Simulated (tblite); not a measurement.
C10H9FO.
Z-matrix (Å and degrees, GFN2-xTB geometry), rows numbered from 1:
```
C 
C   1  1.3221
C   2  1.4692  1  123.77
C   3  1.3997  2  119.30  1   119.01
C   4  1.4979  3  120.05  2     2.23
C   4  1.3876  3  119.44  2  -176.83
C   6  1.3856  4  121.27  3     0.40
C   7  1.3789  6  119.81  4    -0.78
C   8  1.3966  7  119.96  6    -0.03
C   9  1.4630  3  120.39  2    -8.57
O  10  1.1838  9  130.77  3   -24.35
F  10  1.3767  9  111.28  3   158.59
H   1  1.0757  2  121.83  3  -178.42
H   1  1.0778  2  121.68  3     1.67
H   2  1.0823  1  120.55  3   176.73
H   5  1.0897  4  110.43  3    65.24
H   5  1.0889  4  110.52  3   -53.81
H   5  1.0868  4  110.78  3  -174.65
H   6  1.0805  4  119.18  3   179.89
H   7  1.0790  6  120.11  4   179.48
H   8  1.0788  7  120.43  6  -178.88
```

Computed with GFN2-xTB (tblite): harmonic, unscaled wavenumbers at the GFN2-xTB geometry, gas phase. Errors from tens to a few hundred cm⁻¹ against measured bands are possible. One conformer, not necessarily the lowest.

Harmonic wavenumbers (cm⁻¹): 32.9, 73.9, 97.6, 133.3, 155.5, 171.3, 203.9, 262.0, 322.3, 329.5, 371.7, 441.5, 480.3, 505.0, 531.5, 596.1, 637.1, 677.4, 703.1, 730.8, 793.9, 801.1, 866.6, 898.6, 902.0, 925.3, 985.7, 1006.8, 1016.4, 1029.8, 1052.8, 1130.2, 1190.3, 1200.7, 1237.1, 1266.5, 1277.3, 1325.1, 1402.9, 1405.5, 1437.9, 1453.3, 1475.2, 1484.0, 1566.4, 1583.3, 1694.4, 1832.8, 3006.2, 3023.8, 3048.5, 3050.5, 3079.4, 3096.1, 3102.9, 3107.7, 3136.3.

A = 1367, B = 875.6, C = 564.9 MHz; mass 164.064 u (most abundant isotopes); point group C1, symmetry number 1.

**Question.** What is the zero-point energy?

**Answer.** Half the sum of the wavenumbers: 34675 cm⁻¹ = 414.80 kJ/mol.

**Question.** Entropy at 273.15 K, 1 bar (ideal gas, RRHO, classical rotation)?

**Answer.** Translation 170.64, rotation 126.69, vibration 132.78: S = 430.1 J/(mol K).

**Question.** And Cp and H(273.15 K) − H(0)?

**Answer.** Cp = 173.84 J/(mol K), of which vibrations give 140.58 (their classical limit is 57 R = 473.9); H(273.15 K) − H(0) = 28.31 kJ/mol without the zero-point energy, 19.23 from vibrations.

**Question.** What must be added to the electronic energy to get the Gibbs energy at 273.15 K and 1 bar?

**Answer.** ZPE + [H(273.15 K) − H(0)] − T·S = 414.80 + 28.31 − 117.49 = 325.62 kJ/mol.

**Question.** How do the functions run with temperature in this model?

**Answer.** 
| T (K) | S (J/(mol K)) | Cp (J/(mol K)) | H − H(0) (kJ/mol) | G − H(0) (kJ/mol) | ln q(vib) |
| --- | --- | --- | --- | --- | --- |
| 100 | 306.9 | 86.5 | 5.84 | -24.85 | 2.15 |
| 200 | 382.1 | 136.3 | 16.97 | -59.45 | 5.24 |
| 300 | 447.0 | 187.6 | 33.16 | -100.95 | 8.34 |
| 500 | 564.8 | 276.2 | 80.03 | -202.38 | 14.50 |
| 800 | 714.4 | 358.4 | 176.46 | -395.05 | 23.33 |
| 1000 | 798.2 | 392.5 | 251.74 | -546.50 | 28.78 |

q(vib) and H(0) count from the zero-point level.

**Question.** Which modes carry the vibrational entropy at 273.15 K?

**Answer.** 32.9 cm⁻¹: 22.90; 73.9 cm⁻¹: 16.21; 97.6 cm⁻¹: 13.94; 133.3 cm⁻¹: 11.42; 155.5 cm⁻¹: 10.20; 171.3 cm⁻¹: 9.45 J/(mol K); the other 51 give 48.66 together.

Hindered rotation and anharmonicity are outside this model. Other conformers, if any are populated, would add a mixing term that is left out. The structure is chiral; the term R ln 2 for an equal mix with its mirror image is left out.
